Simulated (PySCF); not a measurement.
Species: C5H8O2S.
Bonds: C1–C2 (double), C2–S3, S3–C4, C4–O5, O5–C6, C6–C7, C6–O8 (double). Hydrogens: H9, H10 on C1; H11 on C2; H12, H13 on C4; H14, H15, H16 on C7.

Computed geometry: GFN2-xTB, gas phase.

What internal coordinates does the optimisation give?

| bond | length (bohr) | order |
| --- | --- | --- |
| C1=C2 | 2.497 | double |
| C2–S3 | 3.317 | single |
| S3–C4 | 3.443 | single |
| C4–O5 | 2.656 | single |
| O5–C6 | 2.554 | single |
| C6–C7 | 2.838 | single |
| C6=O8 | 2.264 | double |
| C1–H9 | 2.032 | single |
| C1–H10 | 2.034 | single |
| C2–H11 | 2.039 | single |
| C4–H12, C4–H13 | 2.064 | single |
| C7–H14, C7–H15, C7–H16 | 2.054 | single |

Bonds in one row agree within 0.02 bohr and their mean is given. Orders are formal, as drawn. A selection of angles:
| angle | degrees |
| --- | --- |
| C1–C2–S3 | 127.6 |
| C2–S3–C4 | 103.0 |
| S3–C4–O5 | 112.7 |
| C4–O5–C6 | 117.7 |
| O5–C6–C7 | 110.4 |
| O5–C6–O8 | 123.5 |
| C7–C6–O8 | 126.1 |

Dihedral angles: C1–C2–S3–C4 -10° (synperiplanar); C2–S3–C4–O5 71° (synclinal); S3–C4–O5–C6 96° (anticlinal); C4–O5–C6–C7 -179° (antiperiplanar). The mirror-image conformer, all signs reversed, is as good.

The C–O distances run from 1.198 Å (C6=O8, drawn double) to 1.406 Å (C4–O5, drawn single), a spread of 0.208 Å. The C–C distances run from 1.321 Å (C1=C2, drawn double) to 1.502 Å (C6–C7, drawn single), a spread of 0.181 Å. Of the pairs four or more bonds apart, O8···H12 is among the closest relative to their van der Waals radii: 2.28 Å, 84 % of the sum of Bondi's values. The C–S distances run from 1.755 Å (C2–S3, drawn single) to 1.822 Å (S3–C4, drawn single), a spread of 0.067 Å. S3 (sulfide sulfur) is bent (angle 103.0°).

Point group: C1 (no symmetry element, even within 0.4 Å). No frequency check. The numbers are those of one conformer.
